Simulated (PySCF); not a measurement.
# Spinor energies of Cl(15+) (chlorine, charge +15)

Start: 1s2. Calculated with PySCF 2.14 in an uncontracted even-tempered set (15 s from 12 bohr⁻², ratio 2.4; 9 p from 16 bohr⁻², ratio 2.4; 3 d from 50 bohr⁻², ratio 2.6; 3 f from 75 bohr⁻², ratio 2.6): generalised Hartree-Fock with the X2C-1e Hamiltonian and a Gaussian nucleus; one run each with spin-orbit coupling (SO) switched off, then screened by Boettger's factors.

| spinor shell | electrons | ε, spin-free (eV) | ε, screened SO (eV) | weight of nominal j (screened SO) | rms radius, screened SO (bohr) |
| --- | --- | --- | --- | --- | --- |
| 1s1/2 | 2 | -3660.3 | -3660.3 | 1.000 | 0.104 |

```tsv
quantity	spin-free	screened SO
E (hartree)	-279.51570	-279.51570
M_J	0	0
⟨J²⟩	0.000	0.000
⟨L²⟩	0.000	0.000
⟨S²⟩	0.000	0.000
```

Without spin-orbit coupling the j labels of p, d and f shells carry no meaning; the spin-free column gives the mean over the occupied spinors of each nl shell.
